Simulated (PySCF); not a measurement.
Task: What does the PBE0-D3(BJ)/def2-SVP structure of `O=C(O)[SiH2]O[SiH3]` look like in three dimensions?

Result: 
```
atom  x, y, z in Å
O1     0.982    0.274   -1.327
C2     1.482    0.089   -0.244
O3     2.803    0.051   -0.052
Si4    0.391   -0.173    1.320
O5    -1.152   -0.079    0.766
Si6   -2.041    0.033   -0.647
H7     3.225    0.194   -0.918
H8     0.674    0.902    2.309
H9     0.686   -1.509    1.908
H10   -1.847    1.361   -1.293
H11   -1.694   -1.071   -1.585
H12   -3.470   -0.105   -0.243
```

Any rigid rotation of these coordinates is as good. Atoms count from 1 in this order. The O–Si distances run from 1.642 Å (Si4–O5, drawn single) to 1.673 Å (O5–Si6, drawn single), a spread of 0.031 Å. The 2 C–O bonds span 1.208 Å (O1=C2, drawn double) to 1.335 Å (C2–O3, drawn single), a spread of 0.127 Å. Si4 (oxygen-bound silicon) is distorted tetrahedral (angles from 104.5° to 111.8°). Si6 (oxygen-bound silicon) is distorted tetrahedral (angles from 105.9° to 111.0°).

Bonds between heavy atoms (Å): O1=C2 1.208, C2–O3 1.335, C2–Si4 1.925, Si4–O5 1.642, O5–Si6 1.673.

Method used: PySCF 2.14.0, PBE0-D3(BJ)/def2-SVP geometry optimisation, gas phase.

Point group: near Cs, missed by 0.11 Å at most; the miss may be what the optimiser left on a soft mode. Not checked by PBE0-D3(BJ)/def2-SVP frequencies. The numbers are those of one conformer (O1–C2–O3–H 0°, O1–C2–Si4–O5 0°, C2–Si4–O5–Si6 7°).

On an Arm Neoverse V2 with one thread (shared host), this took 47 s wall and 0.51 GiB of memory at its peak. This is the geometry optimisation.
